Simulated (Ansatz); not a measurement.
Species: H2B3N, SMILES `B=BB=N` (B–B–B–N torsion 42°) (charge 0, multiplicity 1).

Q: Give a relaxed geometry from B3LYP-D3(BJ)/def2-TZVP (Ansatz, a quantum-chemistry and plane-wave program).

A: This is not unique; one that fits is the end point of this relaxation, one of several conformers (outside a Z-matrix the atoms follow the SMILES, hydrogens last).
Cartesian coordinates (Å) in one orientation:
```xyz
6

B      2.180     0.116     0.240
B      0.669    -0.005     0.072
B     -0.913    -0.132    -0.102
N     -2.147    -0.231    -0.236
H      3.340     0.209     0.369
H     -3.131    -0.309    -0.342
```
